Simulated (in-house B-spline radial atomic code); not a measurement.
**OLYP excitations of Se⁴⁺**

Method: OLYP. Computed with an all-electron radial atomic-structure program (B-spline basis): linear response of the closed shell [Ar] 3d10 4s2 with the functional's adiabatic kernel; non-relativistic, point nucleus, no spin-orbit coupling, no double excitations, S, P, D and F terms only; shells from n = 2 respond. Only terms of natural parity with L up to 3 were computed.

Without relativity these are model numbers for so heavy an element.

Command:
```bash
python run_td.py task.json out
```
Settings (radii: box in bohr, nucleus in fm):
```
Z                        34
electrons                30
configuration            [Ar] 3d10 4s2
hamiltonian              nr
method                   optx,lyp
box_radius               19.1
intervals                54
```

Cost of the run: 0.5 s on 1 thread of Intel(R) Xeon(R) 6975P-C (Granite Rapids), on a shared host.

The lowest states, in the order of their Tamm-Dancoff energies; the method's threshold (minus the highest occupied level) is 60.33 eV. Labels give the largest channel, * marks a mixed state, and oscillator strengths are full-response dipole values. Semilocal kernels can invert the small singlet-triplet splittings of Rydberg terms. Energies in eV:

```json
{"state": "4s → 4p 3P", "full response": "?", "Tamm-Dancoff": "?", "oscillator strength": "-"}
{"state": "4s → 4p 1P", "full response": "15.478", "Tamm-Dancoff": "16.043", "oscillator strength": "1.57"}
{"state": "4s → 4d 3D", "full response": "29.036", "Tamm-Dancoff": "29.154", "oscillator strength": "-"}
{"state": "4s → 4d 1D", "full response": "30.87", "Tamm-Dancoff": "30.90", "oscillator strength": "-"}
{"state": "4s → 5s 3S", "full response": "33.69", "Tamm-Dancoff": "33.71", "oscillator strength": "-"}
{"state": "4s → 5s 1S", "full response": "34.66", "Tamm-Dancoff": "34.72", "oscillator strength": "-"}
{"state": "4s → 5p 3P", "full response": "?", "Tamm-Dancoff": "?", "oscillator strength": "-"}
{"state": "4s → 5p 1P", "full response": "38.38", "Tamm-Dancoff": "38.43", "oscillator strength": "0.0493"}
{"state": "4s → 4f 3F", "full response": "42.53", "Tamm-Dancoff": "42.58", "oscillator strength": "-"}
{"state": "4s → 4f 1F", "full response": "43.00", "Tamm-Dancoff": "43.02", "oscillator strength": "-"}
```

Problem. Where does 4s → 4p 3P lie?

Solution. At 9.955 eV in full response, 10.324 eV in Tamm-Dancoff.

Problem. Where does 4s → 5p 3P lie?

Solution. At 37.90 eV in full response, 37.92 eV in Tamm-Dancoff.

Problem. How large is the singlet-triplet splitting of 4s → 4p (P terms) in Tamm-Dancoff?

Solution. 5.72 eV, from the unrounded values.

Problem. What polarisabilities and dispersion coefficient does the method give?

Solution. Dipole 5.341 bohr³, quadrupole 9.129 bohr⁵, C6 14.28 hartree·bohr⁶ for two such species.
